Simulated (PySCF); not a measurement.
A structure optimised at PBE0-D3(BJ)/def2-SVP, used in a PySCF frequency run:

```xyz
13

C      0.0022     2.2678     0.0000
B     -0.0321     0.7059     0.0000
C     -1.2507    -0.3120     0.0000
C     -0.5107    -1.6183     0.0000
C      0.8032    -1.3731     0.0000
O      1.1322    -0.0338     0.0000
H     -0.5307     2.6660    -0.8797
H      1.0258     2.6684     0.0000
H     -0.5307     2.6660     0.8797
H     -1.9095    -0.1843    -0.8787
H     -1.9095    -0.1843     0.8787
H     -0.9539    -2.6148     0.0000
H      1.6480    -2.0630     0.0000
```
Charge 0, spin multiplicity 1.

Problem. Write its SMILES, formula and point group.

Solution. CB1CC=CO1, C₄H₇BO, Cs

Problem. What are its rotational constants (standard atomic weights)?

Solution. 7.6782, 3.1935, 2.3200 GHz
